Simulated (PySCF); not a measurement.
C7H5N, charge -1, doublet (typed; the unrestricted solution is spin-contaminated), at a GFN2-xTB geometry (a state made from the parent by changing its charge; the spin is typed, not shown lowest) (in this run its highest filled SCF level lies above zero, so its values depend strongly on the basis, on diffuse functions most of all); CCSD(T)/STO-3G run with PySCF.

PySCF was given this input:
```python
from pyscf import gto, scf, cc

mol = gto.Mole()
mol.atom = '''
    N     3.144770    0.559628    0.021020
    C     1.988361    0.353839    0.013291
    C     0.639637    0.113827    0.004275
    C    -0.316437    1.183381    0.092675
    C    -1.655097    0.929425    0.082524
    C    -2.153095   -0.383154   -0.014392
    C    -1.231655   -1.443138   -0.101819
    C     0.112449   -1.219682   -0.094038
    H     0.055633    2.200508    0.167871
    H    -2.360355    1.755367    0.150559
    H    -3.219392   -0.572907   -0.021519
    H    -1.607749   -2.461512   -0.177083
    H     0.813498   -2.045841   -0.162061
'''
mol.basis = 'sto-3g'
mol.charge = -1
mol.spin = 1
mol.verbose = 4
mol.build()

mf = scf.UHF(mol)
mf.kernel()

mycc = cc.CCSD(mf, frozen=8)
mycc.kernel()
et = mycc.ccsd_t()
print('E(CCSD(T)) = %.10f' % (mycc.e_tot + et))
```

Predict the main parts of the log of this PySCF run.


```
PySCF version 2.14.0

[INPUT] verbose = 4
[INPUT] num. atoms = 13
[INPUT] num. electrons = 55
[INPUT] charge = -1
[INPUT] spin (= nelec alpha-beta = 2S) = 1
[INPUT] symmetry False subgroup None
[INPUT] Mole.unit = angstrom
[INPUT] Symbol           X                Y                Z      unit          X                Y                Z       unit  Magmom
[INPUT]  1 N      3.144770000000   0.559628000000   0.021020000000 AA    5.942754024748   1.057543651638   0.039722043138 Bohr   0.0
[INPUT]  2 C      1.988361000000   0.353839000000   0.013291000000 AA    3.757457726766   0.668658802190   0.025116349922 Bohr   0.0
[INPUT]  3 C      0.639637000000   0.113827000000   0.004275000000 AA    1.208738749138   0.215101855581   0.008078579183 Bohr   0.0
[INPUT]  4 C     -0.316437000000   1.183381000000   0.092675000000 AA   -0.597979265679   2.236265991014   0.175130368594 Bohr   0.0
[INPUT]  5 C     -1.655097000000   0.929425000000   0.082524000000 AA   -3.127680039589   1.756358703324   0.155947758704 Bohr   0.0
[INPUT]  6 C     -2.153095000000  -0.383154000000  -0.014392000000 AA   -4.068759870170  -0.724056123532  -0.027196938385 Bohr   0.0
[INPUT]  7 C     -1.231655000000  -1.443138000000  -0.101819000000 AA   -2.327490629951  -2.727135579953  -0.192410024277 Bohr   0.0
[INPUT]  8 C      0.112449000000  -1.219682000000  -0.094038000000 AA    0.212497812981  -2.304864939062  -0.177706065302 Bohr   0.0
[INPUT]  9 H      0.055633000000   2.200508000000   0.167871000000 AA    0.105131133488   4.158357454914   0.317230214257 Bohr   0.0
[INPUT] 10 H     -2.360355000000   1.755367000000   0.150559000000 AA   -4.460424506748   3.317162878099   0.284515275588 Bohr   0.0
[INPUT] 11 H     -3.219392000000  -0.572907000000  -0.021519000000 AA   -6.083769167616  -1.082637324846  -0.040665016475 Bohr   0.0
[INPUT] 12 H     -1.607749000000  -2.461512000000  -0.177083000000 AA   -3.038205287043  -4.651583532330  -0.334638371316 Bohr   0.0
[INPUT] 13 H      0.813498000000  -2.045841000000  -0.162061000000 AA    1.537288422881  -3.866079184406  -0.306250905473 Bohr   0.0

nuclear repulsion = 299.658761005958
number of shells = 29
number of NR pGTOs = 135
number of NR cGTOs = 45
basis = sto-3g
ecp = {}

******** <class 'pyscf.scf.uhf.UHF'> ********
method = UHF
initial guess = minao
damping factor = 0
level_shift factor = 0
DIIS = <class 'pyscf.scf.diis.CDIIS'>
diis_start_cycle = 1
diis_space = 8
diis_damp = 0
SCF conv_tol = 1e-09
SCF conv_tol_grad = None
SCF max_cycles = 50
direct_scf = True
direct_scf_tol = 1e-13
number electrons alpha = 28  beta = 27
Set gradient conv threshold to 3.16228e-05
init E= -320.867936479636

cycle= 1 E= -318.138554472978  delta_E= 2.73  |g|= 0.408  |ddm|=  3.8
cycle= 2 E= -318.218552164376  delta_E= -0.08  |g|= 0.323  |ddm|= 0.841
cycle= 3 E= -318.274208664849  delta_E= -0.0557  |g|= 0.0664  |ddm|= 0.376
cycle= 4 E= -318.281236340611  delta_E= -0.00703  |g|= 0.0347  |ddm|= 0.154
cycle= 5 E= -318.283809993167  delta_E= -0.00257  |g|= 0.0266  |ddm|= 0.0775
cycle= 6 E= -318.286895314276  delta_E= -0.00309  |g|= 0.0201  |ddm|= 0.116
cycle= 7 E= -318.28912248815  delta_E= -0.00223  |g|= 0.0168  |ddm|= 0.102
cycle= 8 E= -318.291369461548  delta_E= -0.00225  |g|= 0.0126  |ddm|= 0.129
cycle= 9 E= -318.293191846476  delta_E= -0.00182  |g|= 0.00559  |ddm|= 0.196
cycle= 10 E= -318.293243534992  delta_E= -5.17e-05  |g|= 0.00379  |ddm|= 0.0186
cycle= 11 E= -318.293346339952  delta_E= -0.000103  |g|= 0.00248  |ddm|= 0.0606
cycle= 12 E= -318.293367048138  delta_E= -2.07e-05  |g|= 0.00167  |ddm|= 0.0221
cycle= 13 E= -318.293386307692  delta_E= -1.93e-05  |g|= 0.00126  |ddm|= 0.0176
cycle= 14 E= -318.293396309173  delta_E= -1e-05  |g|= 0.00096  |ddm|= 0.00842
cycle= 15 E= -318.293400950518  delta_E= -4.64e-06  |g|= 0.000761  |ddm|= 0.00533
cycle= 16 E= -318.2934054288  delta_E= -4.48e-06  |g|= 0.000576  |ddm|= 0.00607
cycle= 17 E= -318.293409608956  delta_E= -4.18e-06  |g|= 0.000248  |ddm|= 0.00958
cycle= 18 E= -318.293410187641  delta_E= -5.79e-07  |g|= 0.000108  |ddm|= 0.00363
cycle= 19 E= -318.293410246988  delta_E= -5.93e-08  |g|= 5.14e-05  |ddm|= 0.00104
cycle= 20 E= -318.293410256538  delta_E= -9.55e-09  |g|= 2.55e-05  |ddm|= 0.000341
cycle= 21 E= -318.293410258868  delta_E= -2.33e-09  |g|= 1.11e-05  |ddm|= 0.000155
cycle= 22 E= -318.293410259142  delta_E= -2.74e-10  |g|= 6.58e-06  |ddm|= 4.71e-05
Extra cycle  E= -318.293410259234  delta_E= -9.23e-11  |g|= 5.26e-06  |ddm|= 1.35e-05
converged SCF energy = -318.293410259234  <S^2> = 1.2477884  2S+1 = 2.4476833

******** <class 'pyscf.cc.uccsd.UCCSD'> ********
CC2 = 0
CCSD nocc = (np.int64(20), np.int64(19)), nmo = (37, 37)
frozen orbitals 8
max_cycle = 50
direct = 0
conv_tol = 1e-07
conv_tol_normt = 1e-06
diis_space = 6
diis_start_cycle = 0
diis_start_energy_diff = 1e+09
Init t2, MP2 energy = -0.417011532691509
Init E_corr(UCCSD) = -0.417011532728068
cycle = 1  E_corr(UCCSD) = -0.463059651087106  dE = -0.0460481184  norm(t1,t2) = 0.144385
cycle = 2  E_corr(UCCSD) = -0.488513760494042  dE = -0.0254541094  norm(t1,t2) = 0.0803724
cycle = 3  E_corr(UCCSD) = -0.516552996141831  dE = -0.0280392356  norm(t1,t2) = 0.0564969
cycle = 4  E_corr(UCCSD) = -0.521745315444701  dE = -0.0051923193  norm(t1,t2) = 0.0193883
cycle = 5  E_corr(UCCSD) = -0.520711099786125  dE = 0.00103421566  norm(t1,t2) = 0.00923017
cycle = 6  E_corr(UCCSD) = -0.520886883488122  dE = -0.000175783702  norm(t1,t2) = 0.00297368
cycle = 7  E_corr(UCCSD) = -0.521001589877645  dE = -0.00011470639  norm(t1,t2) = 0.00147104
cycle = 8  E_corr(UCCSD) = -0.520969244733967  dE = 3.23451437e-05  norm(t1,t2) = 0.000603627
cycle = 9  E_corr(UCCSD) = -0.520980315821791  dE = -1.10710878e-05  norm(t1,t2) = 0.000324461
cycle = 10  E_corr(UCCSD) = -0.520979870637491  dE = 4.451843e-07  norm(t1,t2) = 0.0001434
cycle = 11  E_corr(UCCSD) = -0.520981474780538  dE = -1.60414305e-06  norm(t1,t2) = 7.02978e-05
cycle = 12  E_corr(UCCSD) = -0.520981418947565  dE = 5.5832973e-08  norm(t1,t2) = 4.00533e-05
cycle = 13  E_corr(UCCSD) = -0.520979514943112  dE = 1.90400445e-06  norm(t1,t2) = 2.2235e-05
cycle = 14  E_corr(UCCSD) = -0.520977711229194  dE = 1.80371392e-06  norm(t1,t2) = 1.22241e-05
cycle = 15  E_corr(UCCSD) = -0.52097662699459  dE = 1.0842346e-06  norm(t1,t2) = 6.32337e-06
cycle = 16  E_corr(UCCSD) = -0.520976085056485  dE = 5.41938106e-07  norm(t1,t2) = 3.2842e-06
cycle = 17  E_corr(UCCSD) = -0.520976019815027  dE = 6.52414579e-08  norm(t1,t2) = 1.5593e-06
cycle = 18  E_corr(UCCSD) = -0.520976033678616  dE = -1.38635889e-08  norm(t1,t2) = 8.6495e-07
UCCSD converged
E(UCCSD) = -318.8143862929126  E_corr = -0.5209760336786156
UCCSD(T) correction = -0.012380384632829
E(CCSD(T)) = -318.8267666775
```
